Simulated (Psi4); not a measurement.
Cl₂, charge -1, doublet, at a GFN2-xTB geometry (a state made from the parent by changing its charge; the spin is typed, not shown lowest) (a gas-phase anion, which may not be bound at this level), atoms displaced at random by about 0.03 Å a coordinate; PBE/STO-3G, gradient run with Psi4 1.11.

Here is a job for Psi4.
```
memory 2 GB

molecule mol {
-1 2
  Cl   -0.006991    0.027318   -1.296071
  Cl   -0.006158   -0.023336    1.294616
symmetry c1
no_reorient
no_com
}

set basis sto-3g
set reference uks

gradient('pbe')
print_variables()
```

**Question.** What does Psi4 print? Leave out banner, timings and long lists.

**Answer.** 
```
gradient() will perform analytic gradient computation.

   => Loading Basis Set <=

    Name: STO-3G
    Role: ORBITAL
    Keyword: BASIS

         ---------------------------------------------------------
                                   SCF
               by Justin Turney, Rob Parrish, Andy Simmonett
                          and Daniel G. A. Smith
                              UKS Reference
         ---------------------------------------------------------

  ==> Geometry <==

    Molecular point group: c1
    Full point group: C1

    Geometry (in Angstrom), charge = -1, multiplicity = 2:

       Center              X                  Y                   Z               Mass
    ------------   -----------------  -----------------  -----------------  -----------------
         CL          -0.006991000000     0.027318000000    -1.296071000000    34.968852682000
         CL          -0.006158000000    -0.023336000000     1.294616000000    34.968852682000

  Running in c1 symmetry.

  Rotational constants: A =   5114.64960  B =      0.14360  C =      0.14359 [cm^-1]
  Rotational constants: A = 153333337.56243  B =   4304.96600  C =   4304.84514 [MHz]
  Nuclear repulsion =   59.020245139497099

  Charge       = -1
  Multiplicity = 2
  Electrons    = 35
  Nalpha       = 18
  Nbeta        = 17

  ==> Algorithm <==

  SCF Algorithm Type is DF.
  DIIS enabled.
  MOM disabled.
  Fractional occupation disabled.
  Guess Type is SAD.
  Energy threshold   = 1.00e-08
  Density threshold  = 1.00e-08
  Integral threshold = 1.00e-12

  ==> Primary Basis <==

  Basis Set: STO-3G
    Blend: STO-3G
    Number of shells: 10
    Number of basis functions: 18
    Number of Cartesian functions: 18
    Spherical Harmonics?: true
    Max angular momentum: 1

  ==> DFT Potential <==

   => LibXC <=

    Version 7.1.2
    S. Lehtola, C. Steigemann, M. J. T. Oliveira, and M. A. L. Marques,  SoftwareX 7, 1–5 (2018) (10.1016/j.softx.2017.11.002)

   => Composite Functional: PBE <=

    PBE GGA Exchange-Correlation Functional

    J.P. Perdew et. al., Phys. Rev. Lett., 77(18), 3865-3868, 1996

    Deriv               =              1
    GGA                 =           TRUE
    Meta                =          FALSE

    Exchange Hybrid     =          FALSE
    MP2 Hybrid          =          FALSE

   => Exchange Functionals <=

    1.0000     XC_GGA_X_PBE

   => Correlation Functionals <=

    1.0000     XC_GGA_C_PBE

   => LibXC Density Thresholds  <==

    XC_GGA_C_PBE:  1.00E-12
    XC_GGA_X_PBE:  1.00E-15

   => Molecular Quadrature <=

    Radial Scheme          =       TREUTLER
    Pruning Scheme         =           NONE
    Nuclear Scheme         =       TREUTLER

    Blocking Scheme        =         OCTREE
    BS radius alpha        =              1
    Pruning alpha          =              1
    Radial Points          =             75
    Spherical Points       =            302
    Total Points           =          38086
    Total Blocks           =            336
    Max Points             =            256
    Max Functions          =             17
    Weights Tolerance      =       1.00E-15

   => Loading Basis Set <=

    Name: (STO-3G AUX)
    Role: JKFIT
    Keyword: DF_BASIS_SCF

  ==> Integral Setup <==

  SCF_SUBTYPE=INCORE selected. In-core MEM_DF algorithm will be used.
  Using in-core AOs.

  ==> MemDFJK: Density-Fitted J/K Matrices <==

    J tasked:                   Yes
    K tasked:                    No
    wK tasked:                   No
    Algorithm:                 Core
    Schwarz Cutoff:           1E-12
    Mask sparsity (%):      15.4321
    Fitting Condition:        1E-10

   => Auxiliary Basis Set <=

  Basis Set: (STO-3G AUX)
    Blend: DEF2-UNIVERSAL-JKFIT
    Number of shells: 76
    Number of basis functions: 256
    Number of Cartesian functions: 310
    Spherical Harmonics?: true
    Max angular momentum: 4

  Minimum eigenvalue in the overlap matrix is 5.8474788473E-01.
  Reciprocal condition number of the overlap matrix is 4.0819373367E-01.
    Using symmetric orthogonalization.

  ==> Pre-Iterations <==

  SCF Guess: Superposition of Atomic Densities via on-the-fly atomic UHF (no occupation information).

   -------------------------
    Irrep   Nso     Nmo
   -------------------------
     A         18      18
   -------------------------
    Total      18      18
   -------------------------

  ==> Iterations <==

                           Total Energy        Delta E     RMS |[F,P]|

   @DF-UKS iter SAD:  -909.61954313760009   -9.09620e+02   0.00000e+00
   @DF-UKS iter   1:  -909.91741278054201   -2.97870e-01   9.28906e-04 DIIS/ADIIS
   @DF-UKS iter   2:  -909.91777531822970   -3.62538e-04   1.37128e-04 DIIS/ADIIS
   @DF-UKS iter   3:  -909.91778589344881   -1.05752e-05   4.45332e-06 DIIS
   @DF-UKS iter   4:  -909.91778590457284   -1.11240e-08   6.07265e-10 DIIS
   @DF-UKS iter   5:  -909.91778590457295   -1.13687e-13   7.15747e-13 DIIS
  Energy and wave function converged.

  ==> Post-Iterations <==

   Electrons on quadrature grid:
      Nalpha   =   18.0000002089 ; deviation = 2.089e-07
      Nbeta    =   17.0000002523 ; deviation = 2.523e-07
      Ntotal   =   35.0000004613 ; deviation = 4.613e-07

   @Spin Contamination Metric:  -1.065814104E-14
   @S^2 Expected:                7.500000000E-01
   @S^2 Observed:                7.500000000E-01
   @S   Expected:                5.000000000E-01
   @S   Observed:                5.000000000E-01

    Orbital Energies [Eh]
    ---------------------

    Alpha Occupied:

[...]
    Alpha Virtual:

    Beta Occupied:

[...]
    Beta Virtual:

      18A      0.195082

    Final Occupation by Irrep:
              A
    DOCC [    17 ]
    SOCC [     1 ]
    NA   [    18 ]
    NB   [    17 ]

  @DF-UKS Final Energy:  -909.91778590457295

   => Energetics <=

    Nuclear Repulsion Energy =             59.0202451394970993
    One-Electron Energy =               -1390.3963695754805485
    Two-Electron Energy =                 477.9281392878947372
    DFT Exchange-Correlation Energy =     -56.4698007564842825
    Empirical Dispersion Energy =           0.0000000000000000
    VV10 Nonlocal Energy =                  0.0000000000000000
    Total Energy =                       -909.9177859045729519

  UHF NO Occupations:
  HONO-2 :   16  A 2.0000000
  HONO-1 :   17  A 2.0000000
  HONO-0 :   18  A 1.0000000

Computation Completed

Properties will be evaluated at   0.000000,   0.000000,   0.000000 [a0]

Properties computed using the SCF density matrix

 Multipole Moments:

 ------------------------------------------------------------------------------------
     Multipole            Electronic (a.u.)      Nuclear  (a.u.)        Total (a.u.)
 ------------------------------------------------------------------------------------

 L = 1.  Multiply by 2.5417464519 to convert [e a0] to [Debye]
 Dipole X            :          0.4348402           -0.4224162            0.0124240
 Dipole Y            :         -0.1316856            0.1279231           -0.0037624
 Dipole Z            :          0.0481172           -0.0467424            0.0013748
 Magnitude           :                                                    0.0130538

 ------------------------------------------------------------------------------------

         ------------------------------------------------------------
                                   SCF GRAD
                          Rob Parrish, Justin Turney,
                       Andy Simmonett, and Alex Sokolov
         ------------------------------------------------------------

  ==> Geometry <==

    Molecular point group: c1
    Full point group: C1

    Geometry (in Angstrom), charge = -1, multiplicity = 2:

       Center              X                  Y                   Z               Mass
    ------------   -----------------  -----------------  -----------------  -----------------
         CL          -0.006991000000     0.027318000000    -1.296071000000    34.968852682000
         CL          -0.006158000000    -0.023336000000     1.294616000000    34.968852682000

  Nuclear repulsion =   59.020245139497099

  ==> Basis Set <==

  Basis Set: STO-3G
    Blend: STO-3G
    Number of shells: 10
    Number of basis functions: 18
    Number of Cartesian functions: 18
    Spherical Harmonics?: true
    Max angular momentum: 1

  ==> DFJKGrad: Density-Fitted SCF Gradients <==

    Gradient:                    1
    J tasked:                  Yes
    K tasked:                   No
    wK tasked:                  No
    Integrals threads:           1
    Schwarz Cutoff:          1E-12
    Fitting Condition:       1E-10

   => Auxiliary Basis Set <=

  Basis Set: (STO-3G AUX)
    Blend: DEF2-UNIVERSAL-JKFIT
    Number of shells: 76
    Number of basis functions: 256
    Number of Cartesian functions: 310
    Spherical Harmonics?: true
    Max angular momentum: 4

  ==> DFT Potential <==

   => LibXC <=

    Version 7.1.2
    S. Lehtola, C. Steigemann, M. J. T. Oliveira, and M. A. L. Marques,  SoftwareX 7, 1–5 (2018) (10.1016/j.softx.2017.11.002)

   => Composite Functional: PBE <=

    PBE GGA Exchange-Correlation Functional

    J.P. Perdew et. al., Phys. Rev. Lett., 77(18), 3865-3868, 1996

    Deriv               =              1
    GGA                 =           TRUE
    Meta                =          FALSE

    Exchange Hybrid     =          FALSE
    MP2 Hybrid          =          FALSE

   => Exchange Functionals <=

    1.0000     XC_GGA_X_PBE

   => Correlation Functionals <=

    1.0000     XC_GGA_C_PBE

   => LibXC Density Thresholds  <==

    XC_GGA_C_PBE:  1.00E-12
    XC_GGA_X_PBE:  1.00E-15

   => Molecular Quadrature <=

    Radial Scheme          =       TREUTLER
    Pruning Scheme         =           NONE
    Nuclear Scheme         =       TREUTLER

    Blocking Scheme        =         OCTREE
    BS radius alpha        =              1
    Pruning alpha          =              1
    Radial Points          =             75
    Spherical Points       =            302
    Total Points           =          38086
    Total Blocks           =            336
    Max Points             =            256
    Max Functions          =             17
    Weights Tolerance      =       1.00E-15

  -Total Gradient:
     Atom            X                  Y                   Z
    ------   -----------------  -----------------  -----------------
       1        0.000002396939    -0.000145755746     0.007454643600
       2       -0.000002396939     0.000145755746    -0.007454643593

  Variable Map:
  ----------------------------------------------------------------------------
[...]
  Array Variable Map:
  ----------------------------------------------------------------------------
[...]
[...]
```
